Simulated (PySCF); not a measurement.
## Correlation energy of Ga (gallium, neutral)

[Ar] 3d10 4s2 4d1, 2D determinant (an excited configuration). Computed with PySCF 2.14 in aug-cc-pVTZ-PP with one added diffuse shell each of s, d, f type with ECP10MDF (7s5p5d3f, 68 functions), with scalar relativity through the core potential. Frozen: 3s2 3p6 3d10; 3 electrons correlated.

MP2 pair energies summed by pair of shells (mhartree):

```json
{"pair": "4s-4s", "energy": "-26.58", "share (%)": "90.5"}
{"pair": "4s-4d", "energy": "-2.78", "share (%)": "9.5"}
```

Total MP2 correlation energy: -29.36 mhartree.

Same-spin part -1.10 and opposite-spin part -28.26 mhartree; SCS-MP2 scales them by 1/3 and 6/5 to -34.28 mhartree.
